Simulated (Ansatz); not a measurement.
Consider the ligand exchange at the Si–N bond: `C=N[SiH2]F` + `NCF` → `FCN[SiH2]F` + `C=N`.

Computed with Ansatz on PBE0-D4/def2-TZVP structures; ΔE is electronic, products minus reactants. CCSD(T)/CBS adds triple-zeta CCSD(T) − MP2 to the extrapolated MP2 energy (def2 sets, frozen cores). This one scheme is used for every species. Each species was taken in one conformer, which may not be the lowest.

```
     species  SCS-MP2/def2-QZVPP energy (Eh)
`C=N[SiH2]F`                      -483.98453
       `NCF`                      -194.86478
`FCN[SiH2]F`                      -584.37990
       `C=N`                       -94.47358
```

**Question.** Work out ΔE.

**Answer.** ΔE = (-584.37990) + (-94.47358) − (-483.98453) − (-194.86478) = -0.00417 Eh = -2.6 kcal/mol. CCSD(T)/CBS gives -2.9 kcal/mol.

Largest T1 diagnostic among the species: 0.013.

In def2-TZVPP, CCSD(T) changes the Hartree–Fock value by −1.7 kcal/mol (the triples alone add −0.0 kcal/mol) and MP2 by −1.2 kcal/mol.
